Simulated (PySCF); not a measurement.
Species: `CCP(C)C#C[P@H](C)=O`. The columns A, B, C and D hold Mulliken, IAO, Hirshfeld and ESP-fitted charges (e) of one PBE0/pcSseg-1 density (PySCF), in a shuffled order. Coordinates in Å (GFN2-xTB); the density's dipole moment is (-1.65, 0.77, 2.78) D.

```
atom       x       y       z       A       B       C       D
  C1  -1.967   1.658   0.734  -0.120  -0.267  -0.416  -0.514
  C2  -2.324   0.327   0.089  -0.103  -0.450  -0.420  +0.207
  P3  -1.474  -1.099   0.950  +0.196  +0.418  +0.560  -0.194
  C4  -1.930  -2.439  -0.250  -0.158  -0.454  -0.602  -0.251
  C5   0.141  -0.782   0.294  -0.077  -0.242  -0.223  +0.184
  C6   1.283  -0.557  -0.037  -0.116  -0.404  -0.378  -0.439
  P7   2.868  -0.237  -0.742  +0.422  +0.865  +1.457  +1.049
  C8   3.413   1.339  -0.009  -0.156  -0.531  -0.691  -0.683
  O9   2.904  -0.278  -2.204  -0.403  -0.587  -0.911  -0.660
 H10  -2.262   1.669   1.782  +0.038  +0.122  +0.143  +0.140
 H11  -2.473   2.477   0.225  +0.045  +0.128  +0.148  +0.120
 H12  -0.894   1.831   0.680  +0.034  +0.129  +0.144  +0.149
 H13  -2.048   0.326  -0.969  +0.041  +0.158  +0.145  +0.022
 H14  -3.401   0.150   0.164  +0.043  +0.146  +0.146  +0.054
 H15  -1.734  -2.132  -1.276  +0.047  +0.155  +0.156  +0.065
 H16  -1.350  -3.331  -0.023  +0.048  +0.157  +0.165  +0.131
 H17  -2.987  -2.673  -0.132  +0.047  +0.143  +0.157  +0.118
 H18   3.663  -1.203  -0.127  -0.002  +0.035  -0.094  -0.073
 H19   3.351   1.318   1.074  +0.054  +0.151  +0.168  +0.173
 H20   4.438   1.524  -0.327  +0.061  +0.163  +0.173  +0.190
 H21   2.776   2.130  -0.405  +0.060  +0.166  +0.175  +0.212
```

Q: Which column most likely holds the ESP-fitted charges?

A: D. Σ q r misses the density's dipole by 0.09 D (D), 0.89 D (A), 1.58 D (B), 3.70 D (C). Charges fitted to the outside potential are the only set here that is tied to the molecule's multipoles.

Q: And the Hirshfeld charges?

A: A. The mean sizes are 0.108 e (A), 0.268 e (D), 0.280 e (B), 0.356 e (C), and Hirshfeld charges are commonly the smallest of these schemes.

As computed, A = Hirshfeld, B = Mulliken, C = IAO, D = ESP-fitted. Hydrogens on carbon: Hirshfeld +0.03 to +0.06, Mulliken +0.12 to +0.17, IAO +0.14 to +0.17, ESP-fitted +0.02 to +0.21 e.

The Mulliken scheme gives each basis function's population to the atom it is centred on and halves the overlap population of two atoms between them. The ESP scheme fits charges at the nuclei, held to the total charge, to the electrostatic potential on points at 1.4 to 2.0 times the van der Waals radii.

Geometry: GFN2-xTB, one conformer, isolated molecule.

Conformer computed: `[CH3:1][CH2:2][P:3]([CH3:4])[C:5]#[C:6][P@H:7]([CH3:8])=[O:9]`: C1–C2–P3–C4 -172°.
